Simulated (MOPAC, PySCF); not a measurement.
Species: CaO, net charge 0, singlet state. SMILES: [O]=[Ca]
Coordinates optimised at B3LYP-D3(BJ)/def2-TZVP (Ansatz):
```xyz
2

Ca     0.0000     0.0000    -0.5211
O      0.0000     0.0000     1.3028
```

Unscaled harmonic wavenumbers (cm⁻¹) in rising order, each level at the stationary point that it reaches from this structure (no distance between atoms moves by over 0.3 Å); the order of modes can differ between levels, and a negative number is imaginary. B3LYP-D3(BJ)/def2-TZVP (PySCF, at the structure above): 764.

AM1 (MOPAC): 802. Zero-point energy 1.1 against 1.1 kcal/mol; where all levels lie over 400 cm⁻¹, the wavenumbers are on average 1.049 times those of B3LYP-D3(BJ)/def2-TZVP.

PM3 (MOPAC): 538. Zero-point energy 0.8 against 1.1 kcal/mol; where all levels lie over 400 cm⁻¹, the wavenumbers are on average 0.704 times those of B3LYP-D3(BJ)/def2-TZVP.

PM6 (MOPAC): 937. Zero-point energy 1.3 against 1.1 kcal/mol; where all levels lie over 400 cm⁻¹, the wavenumbers are on average 1.225 times those of B3LYP-D3(BJ)/def2-TZVP.

PM7 (MOPAC): 786. Zero-point energy 1.1 against 1.1 kcal/mol; where all levels lie over 400 cm⁻¹, the wavenumbers are on average 1.029 times those of B3LYP-D3(BJ)/def2-TZVP.
